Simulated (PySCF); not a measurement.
**Te(25+): fine-structure interval**

Te(25+) [Ar] 3d9 [3d3/2^4 3d5/2^5, M_J = 5/2] → Te(25+) [Ar] 3d9 [3d3/2^3 3d5/2^6, M_J = 3/2], as a difference of total energies. Calculation: PySCF 2.14, in an even-tempered Gaussian basis (17 s from 3.5 bohr⁻², ratio 2.8; 12 p from 4.5 bohr⁻², ratio 2.8; 8 d from 4.5 bohr⁻², ratio 2.8; 3 f from 19 bohr⁻², ratio 3); the two-component X2C-1e Hamiltonian. Correlated levels: [Ne] frozen; the 76 highest virtual spinors dropped. "Screened" scales the spin-orbit matrix elements by Boettger's factors to mimic the two-electron term; Breit and QED terms are absent.

| method | fine-structure interval (cm⁻¹) |
| --- | --- |
| GHF (screened spin-orbit) | 92099 |
| GMP2 (screened spin-orbit) | 91958 |
| GHF (bare spin-orbit) | 114160 |
